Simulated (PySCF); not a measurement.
# How methods differ on the excitation energy of I

I [Kr] 4d10 5s2 5p5 (2P) → I [Kr] 4d10 5s2 5p4 5d1 (high-spin determinant), as a difference of total energies. Calculation: PySCF 2.14, in aug-cc-pVQZ-PP with ECP28MDF; a scalar-relativistic core potential. Correlated levels: valence: 4s2 4p6 4d10 frozen. The calculations carry no spin-orbit coupling.

```json
{"method": "UHF", "excitation energy (eV)": "7.860"}
{"method": "MP2 (valence)", "excitation energy (eV)": "8.437"}
{"method": "SCS-MP2 (valence)", "excitation energy (eV)": "8.566"}
{"method": "CCSD (valence)", "excitation energy (eV)": "8.419"}
{"method": "CCSD(T) (valence)", "excitation energy (eV)": "8.424"}
```

Problem. How much does correlation contribute at CCSD(T) (valence)?

Solution. 8.424 − (7.860) = 0.564 eV, measured against UHF.

The promoted electron is Rydberg-like, and one or two diffuse shells describe it only roughly, which tends to raise the upper state.

The determinant of the upper state mixes LS terms, which raises its energy above the lowest term, most at the Hartree-Fock and MP2 levels.
